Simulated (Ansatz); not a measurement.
Job for Ansatz (a program for electronic structure): R-PBE/def2-TZVPP on C3H8O (SMILES CCCO), a point of a torsion scan.

Ansatz 0.2 input:
```yaml
crystal:
  periodic: [false, false, false]
  atoms:
    - {symbol: C, position_ang: [-1.19442603, 0.77774089, 0.13097424]}
    - {symbol: C, position_ang: [-0.43458723, -0.47521180, -0.28966430]}
    - {symbol: C, position_ang: [0.97393174, -0.55143349, 0.33061015]}
    - {symbol: O, position_ang: [1.16485040, -1.69191600, 1.13590633]}
    - {symbol: H, position_ang: [-2.18694495, 0.78597344, -0.31360083]}
    - {symbol: H, position_ang: [-0.66567938, 1.67017451, -0.19626913]}
    - {symbol: H, position_ang: [-1.30485339, 0.82146466, 1.21291648]}
    - {symbol: H, position_ang: [-0.99277873, -1.36335673, 0.01606309]}
    - {symbol: H, position_ang: [-0.36157243, -0.50026633, -1.37740025]}
    - {symbol: H, position_ang: [1.73708236, -0.62964270, -0.44606226]}
    - {symbol: H, position_ang: [1.17458758, 0.35904221, 0.91326563]}
    - {symbol: H, position_ang: [0.52169695, -1.67438313, 1.85340726]}
basis:
  gaussian:
    orbitals: def2-TZVPP
hamiltonian:
  xc: {name: PBE}
scf: {lower_state_search: off}
```

Output:

```
WARN ansatz: RAYON_NUM_THREADS=1 ignored (pool sized by the plan → 1); use --threads N
Functional definition: PBE
these checks for a lower state are left out or cut short: stability, starts, cluster_reference, orbital_swaps, neighbouring_geometries, increment
integrals: 0.13 GiB planned
1163 factors; their error is unknown
mean field: 1.09 GiB planned
mean field evaluation 1: about -5269.1036 eV, gradient 8.1e1 eV
mean field evaluation 2: about -5241.6523 eV, gradient 1.3e2 eV
mean field evaluation 4: about -5283.4842 eV, gradient 1.2e1 eV
mean field evaluation 8: about -5283.7434 eV, gradient 2.1e-1 eV
mean field evaluation 16: about -5283.7086 eV, gradient 3.2e-4 eV
mean field -5283.70856100 eV, -194.1727081903 hartree, gradient 2.2e-6 eV, S^2 0.000000; 0 other end points of the search recorded, 0 dependent functions left out
reference -5283.70860393 eV, -194.1727097681 hartree; 17, 17 occupied and 219, 219 virtual orbitals, 1163 factors
Total energy: -5283.70860393 eV, -194.1727097681 hartree
Checks for a lower state left out: stability, starts, cluster_reference, orbital_swaps, neighbouring_geometries, increment
```

Self-consistency was reached.

Cost: very roughly 1.8 core-seconds.
